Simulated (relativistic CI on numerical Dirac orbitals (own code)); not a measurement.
## Slater and spin-orbit integrals, I⁸⁺

These numbers are calculated, not measured: Dirac-Coulomb-Breit CI, separate exchange-only KLI orbitals for each configuration, model QED (radiative potential, 1s self-energy scaled to tabulated hydrogen-like ionisation energies), unscaled Slater integrals (own radial code, finite nucleus).

Slater integrals F^k, G^k are unscaled and averaged over j, outside the closed core [Ar] 3d10; ζ comes from projecting the Hamiltonian with its Breit term on Σ l·s of the shell.

- 4s2.4p6.4d9: ζ(4d) = 5659.7 cm⁻¹; <r>(4d) = 0.8761, <r^2>(4d) = 0.8855 (bohr units).
- 4s2.4p5.4d10: ζ(4p) = 60008 cm⁻¹; <r>(4p) = 0.779, <r^2>(4p) = 0.689 (bohr units).
- 4s2.4p6.4d8.4f: F^2(4d,4d) = 116190, F^4(4d,4d) = 77715, ζ(4d) = 5761, F^2(4d,4f) = 93691, F^4(4d,4f) = 59802, G^1(4d,4f) = 112140, G^3(4d,4f) = 69597, G^5(4d,4f) = 49001, ζ(4f) = 143.51 cm⁻¹; <r>(4d) = 0.8715, <r^2>(4d) = 0.8763, <r>(4f) = 1.159, <r^2>(4f) = 1.608 (bohr units).

(1) Give the Racah parameters of the d shell in 4s2.4p6.4d8.4f.

Averages of the first 10 configurations, taken without configuration mixing, which lowers the lowest level and can move excited configurations by several eV; other configurations of the list can lie among them:

```json
{"Configuration": "4s2.4p6.4d9", "Parity": "even", "States": "10", "Average energy above the lowest level (eV)": "1.7"}
{"Configuration": "4s2.4p5.4d10", "Parity": "odd", "States": "6", "Average energy above the lowest level (eV)": "90.9"}
{"Configuration": "4s2.4p6.4d8.4f", "Parity": "odd", "States": "630", "Average energy above the lowest level (eV)": "84.6"}
{"Configuration": "4s2.4p6.4d8.5s", "Parity": "even", "States": "90", "Average energy above the lowest level (eV)": "56.8"}
{"Configuration": "4s2.4p6.4d8.5p", "Parity": "odd", "States": "270", "Average energy above the lowest level (eV)": "73.1"}
{"Configuration": "4s.4p6.4d10", "Parity": "even", "States": "2", "Average energy above the lowest level (eV)": "149.3"}
{"Configuration": "4s2.4p6.4d7.5s.5p", "Parity": "odd", "States": "1440", "Average energy above the lowest level (eV)": "131.8"}
{"Configuration": "4s2.4p6.4d8.5d", "Parity": "even", "States": "450", "Average energy above the lowest level (eV)": "96.7"}
{"Configuration": "4s2.4p5.4d9.4f", "Parity": "even", "States": "840", "Average energy above the lowest level (eV)": "172.9"}
{"Configuration": "4s2.4p6.4d7.4f.5s", "Parity": "odd", "States": "3360", "Average energy above the lowest level (eV)": "141.9"}
```

## Answers

(1) B = F²/49 − 5F⁴/441 = 1490 cm⁻¹ and C = 35F⁴/441 = 6168 cm⁻¹.
